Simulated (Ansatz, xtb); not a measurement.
## ClFH3Si2+: where a starting geometry ends

The starting geometry of this gas-phase singlet has its atoms placed at random.

| atom | x (Å) | y (Å) | z (Å) |
| --- | --- | --- | --- |
| Cl | -1.7832 | -0.0560 | -0.9542 |
| F | 0.1743 | -1.1663 | 0.3401 |
| Si | 0.4418 | 1.0330 | -0.0824 |
| Si | 1.5939 | -0.1841 | -1.3977 |
| H | 1.6285 | 1.1399 | -0.7097 |
| H | -0.0790 | 1.9871 | 0.9179 |
| H | -1.2500 | -0.0920 | 0.1076 |

**Question.** Guess where an optimisation with r2SCAN-D4/def2-SVP ends from this start.

**Answer.** It ends as a structure with Cl1 bridging H7 and Si3, given below by its coordinates. Distances that change by over a tenth: Si3–Si4 (2.13 → 2.41 Å). Contacts that open: Si3–H5 (1.35 → 2.52 Å). Contacts that close: F2–Si3 (2.26 → 1.61 Å).

The energy falls by 6.19 eV over 32 steps:

```
step  E − E(last) (eV)
   1             6.189
   4             1.104
   8             0.274
  11             0.139
  15             0.025
  18             0.015
  22             0.006
  25             0.002
  29             0.000
  32             0.000
```

Final geometry (Å):

| atom | x (Å) | y (Å) | z (Å) |
| --- | --- | --- | --- |
| Cl | -1.8681 | -0.1593 | -0.9111 |
| F | 0.4487 | -0.6173 | 0.9814 |
| Si | 0.3023 | 0.5878 | -0.0739 |
| Si | 1.8694 | 0.4561 | -1.8998 |
| H | 2.7253 | 0.8924 | -0.6931 |
| H | -0.2421 | 1.7982 | 0.6006 |
| H | -2.5092 | -0.2965 | 0.2174 |

From the same start GFN2-xTB ends elsewhere, differing in Cl1–Si3 (3.52 against 2.44 Å here), Cl1–Si4 (2.54 against 3.91 Å here), Si3–H5 (1.45 against 2.52 Å here), Si4–H5 (3.29 against 1.54 Å here).

From so rough a start the end depends on the optimiser's path, so another program may land elsewhere. No frequencies were run, so the end isn't proven a minimum. Run with Ansatz 0.2.0, 55 s on 2 threads of Intel(R) Xeon(R) Platinum 8259CL CPU @ 2.50GHz (Skylake/Cascade Lake), on a shared host.
